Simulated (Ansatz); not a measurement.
Consider the hydrogen abstraction from the Si–H bond: `[SiH3][SeH]` + Cl• → `[SiH2][SeH]`• + HCl.

Computed with Ansatz on PBE0-D4/def2-TZVP structures; ΔE is electronic, products minus reactants. CBS: MP2 limit from def2 TZ/QZ plus the TZ coupled-cluster correction, frozen cores. This one scheme is used for every species, atoms too. Functionals use def2-TZVPP. B3LYP here is the variant with VWN-RPA as its local correlation; programs differ in this. HSE06 is defined as in plane-wave codes. No spin–orbit coupling; open shells (•) take unrestricted orbitals. Spin–orbit coupling would lower the free atoms: a little for Cl. Bonds to Se are less sure, by a few kJ/mol each and by 10 to 20 or more in all where they break to atoms, as the def2 sets lack core-valence functions. Scalar relativity is left out up to krypton.

`[SiH3][SeH]`:

```xyz
6

Si    0.490   -0.216   -0.211
Se   -1.758    0.134   -0.087
H     1.225    1.050   -0.454
H     0.669   -1.134   -1.361
H     1.009   -0.848    1.028
H    -1.636    1.013    1.084
```

`[SiH2][SeH]`•:

Cartesian coordinates in Å:
```
Si -0.433 0.371 0.572
Se 1.332 0.039 -0.820
H -1.507 -0.633 0.324
H 0.123 0.201 1.943
H 0.485 0.023 -2.020
```

HCl:

Cartesian coordinates in Å:
```
Cl 0.035 0.588 -0.249
H -0.035 -0.588 0.249
```

| level | ΔE (kcal/mol) | difference from CCSD(T)/CBS |
| --- | --- | --- |
| PBE-D4 | -19.1 | -6.2 |
| B97M-V | -16.1 | -3.2 |
| HSE06-D4 | -16.2 | -3.3 |
| ωB97X-V | -11.9 | 1.0 |
| ωB97M-V | -12.9 | 0.0 |
| B2PLYP | -12.7 | 0.2 |
| PBE | -19.2 | -6.3 |
| PBE0 | -16.1 | -3.2 |
| B3LYP | -13.4 | -0.5 |
| CAM-B3LYP | -12.1 | 0.8 |
| RPA@PBE/def2-TZVPP | -7.1 | 5.8 |
| HF/def2-SVP | -0.7 | 12.2 |
| MP2/def2-TZVPP | -14.1 | -1.2 |
| SCS-MP2/def2-TZVPP | -10.8 | 2.1 |
| HF/def2-QZVPP | -2.1 | 10.8 |
| HF/CBS(def2) | -2.1 | 10.8 |
| CCSD(T)/CBS | -12.9 | 0 |

Q: What do rigid-rotor, harmonic-oscillator terms from PBE0-D4/def2-TZVP frequencies (298.15 K, 1 bar) make of the CCSD(T)/CBS value? (An estimate is asked.)

A: Ansatz gave: ΔZPE = -1.6 kcal/mol, ΔH = -14.0 kcal/mol, ΔS = 19 J/(mol·K), ΔG = -15.4 kcal/mol. Open shells count their whole term as degenerate.

Largest T1 diagnostic among the species: 0.014.

In def2-TZVPP, CCSD(T) changes the Hartree–Fock value by −9.7 kcal/mol (the triples alone add −1.4 kcal/mol) and MP2 by −12.1 kcal/mol. Leaving LDA and LC-ωPBE aside and taking each functional with its dispersion term where it has one, the values, not all of them listed here, spread over 9.8 kcal/mol, from PBE-D4 to BHLYP-D4. LDA lies −5.1 kcal/mol from PBE without D4.

CCSD(T)/CBS has its own doubt, a few kJ/mol and more with outer-core shells, so smaller differences from it don't rank the levels.
